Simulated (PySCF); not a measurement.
One molecule, a ladder of functionals, a line

Molecule: SMILES C[SiH](C)O[SiH](C)C, C₄H₁₄OSi₂.

Geometry (Å), atoms numbered from 1 in this order:
```xyz
21

C     1.846    1.588    1.036
Si    1.180   -0.146    1.276
C     1.912   -1.320    0.012
O    -0.478   -0.141    1.142
Si   -1.738    0.030    0.070
C    -1.362    1.405   -1.149
C    -2.020   -1.588   -0.829
H     1.351    2.296    1.719
H     2.929    1.624    1.236
H     1.681    1.937    0.004
H     1.505   -0.623    2.655
H     1.478   -2.327    0.113
H     3.004   -1.408    0.135
H     1.717   -0.966   -1.014
H    -2.950    0.383    0.869
H    -0.483    1.157   -1.766
H    -2.213    1.572   -1.829
H    -1.156    2.352   -0.626
H    -2.205   -2.406   -0.116
H    -1.139   -1.857   -1.435
H    -2.888   -1.521   -1.504
```

GIAO shieldings (ppm, equivalent atoms averaged) in PySCF 2.14.0 with density-fitted response routines on the PBE0-D3(BJ)/def2-SVP geometry, basis pcSseg-1, gas phase, non-relativistic:

```csv
functional,exact exchange (%),σ(Si2/Si5),σ(O4)
BLYP,0,326.4,257.3
BP86,0,332.5,260.9
PBE,0,332.6,259.8
B3LYP,20,340.3,267.6
PBE0,25,350.1,272.6
HF,100,398.3,297.5
```

**Question.** Fit each shielding as a line in the percentage of exact exchange.

**Answer.** σ(Si2/Si5) = 330.3 + 0.68 x (rms 2.8 ppm); σ(O4) = 260.1 + 0.38 x (rms 1.7 ppm). The functionals also differ in their semilocal parts, which the line can't hold; Hartree–Fock has no correlation at all.

**Question.** What does the line predict for BHandHLYP (50 %), and what does the run give?

**Answer.** σ(Si2/Si5): 364.3 predicted, 361.3 computed; σ(O4): 279.1 predicted, 279.9 computed ppm.
